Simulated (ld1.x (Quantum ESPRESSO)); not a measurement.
## Before and after: PAW potential for Gd

ld1.x (Quantum ESPRESSO) 7.5 input, shortened:

```
&input
   title='Gd', zed=64., rel=1, dft='PW91', iswitch=3,
   config='[Xe] 4f7 5d1 6s1 6p0'
 /
 &inputp
   pseudotype=3, lpaw=.true., tm=.true., lloc=-2, rcloc=1.30,
   nlcc=.true., new_core_ps=.true., rcore=1.10,
   which_augfun='PSQ', rmatch_augfun_nc=.true.
 /
8
5S  1  0   2.00   0.00  2.45  2.60  0.0
6S  2  0   1.00   0.00  2.45  2.60  0.0
5P  2  1   6.00   0.00  2.00  2.20  0.0
6P  3  1   0.00   0.00  2.00  2.20  0.0
5D  3  2   1.00   0.00  1.55  2.10  0.0
5D  3  2   0.00  -0.25  1.55  2.10  0.0
4F  4  3   7.00   0.00  1.10  1.45  0.0
4F  4  3   0.00  -0.55  1.10  1.45  0.0
 &test
   configts(1)='4f7 5s2 5p6 5d1 6s1 6p0'
 /
```

All-electron outer shells of the reference configuration (PW91, scalar-relativistic, ld1.x):

| shell | level (eV) | outermost node (bohr) | outermost maximum (bohr) |
| --- | --- | --- | --- |
| 4p | -282.76 | 0.29 | 0.54 |
| 4d | -154.11 | 0.27 | 0.56 |
| 5s | -56.15 | 0.65 | 1.20 |
| 5p | -33.65 | 0.70 | 1.35 |
| 4f | -15.10 | – | 0.56 |
| 6s | -9.32 | 1.59 | 3.21 |
| 5d | -8.46 | 0.79 | 1.92 |
| 6p | -5.77 | 1.90 | 4.07 |

Change: functional BLYP.

Cutoffs: the cutoffs (Ry, on a coarse ladder) from which the occupation-weighted sum of valence levels, in a spherical-Bessel basis at the reference potential, stays within 10 and 1 mRy of its value at 400 Ry; they do not see the model core or the augmentation charge, which bear on the density cutoff. Errors are all-electron minus pseudo energies relative to the spin-unpolarised reference configuration.

Question: What does the change do?

Answer: The potential gets neither clearly harder nor softer (70 Ry and 110 Ry → 70 Ry and 110 Ry); the f channel sets the loose cutoff, while the largest relative change is in p, which becomes softer; the number of tests with a reliable result goes from 7 to 2 (the test run of the changed file stopped, so its transferability is not established); neither file shows a bound ghost.

```tsv
quantity	base	changed
cutoff, loose	70 Ry	70 Ry
cutoff, tight	110 Ry	110 Ry
loose cutoff by channel (10 mRy a level)	s 12 Ry, p 15 Ry, d 18 Ry, f 60 Ry	s 12 Ry, p 12 Ry, d 18 Ry, f 60 Ry
bound ghosts	none	none
tests with a reliable result	7 of 7	2 of 7 (the test run stopped)
error for 4f7 5s2 5p6 5d1 6s2 6p0, meV [ΔE -6.69 → -6.57 eV]	+5.6	-2.1
error for 4f7 5s2 5p6 5d1 6s0 6p0, meV [ΔE 12.12 → 12.20 eV]	+0.9	+5.4
s: phases at 2.85 bohr within 0.05 rad from the reference energy up to (Ry; the scan ends near 5)	1.6	1.6
p: phases at 2.85 bohr within 0.05 rad from the reference energy up to (Ry; the scan ends near 5)	to the end of the scan	to the end of the scan
d: phases at 2.85 bohr within 0.05 rad from the reference energy up to (Ry; the scan ends near 5)	2.7	2.7
f: phases at 2.85 bohr within 0.05 rad from the reference energy up to (Ry; the scan ends near 5)	to the end of the scan	to the end of the scan
lowest overlap eigenvalue by channel	s 0.04, p 0.08, d 0.92, f 1.00	s 0.04, p 0.08, d 0.92, f 1.00
```
